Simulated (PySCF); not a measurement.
## How methods differ on the excitation energy of Ar²⁺

Ar²⁺ [Ne] 3s2 3p4 (3P) → Ar²⁺ [Ne] 3s1 3p5 (3P), as a difference of total energies. Calculation: PySCF 2.14, in aug-cc-pCVQZ-DK; scalar relativity by spin-free X2C-1e. Correlated levels: valence: [Ne] frozen; valence and next inner shell: 1s2 frozen; nothing frozen. The calculations carry no spin-orbit coupling.

```
                                method  excitation energy (cm⁻¹)
                                   UHF                    139630
                                   LDA                    119510
                                   PBE                    120300
                                  PBE0                    125340
                                r2SCAN                    123370
                                M06-2X                    124890
                                 B3LYP                    124070
                               wB97M-V                    126440
                                  ROHF                    138860
                         MP2 (valence)                    127110
                     SCS-MP2 (valence)                    125540
    MP2 (valence and next inner shell)                    126520
SCS-MP2 (valence and next inner shell)                    125020
                   MP2 (all electrons)                    126430
               SCS-MP2 (all electrons)                    124970
```
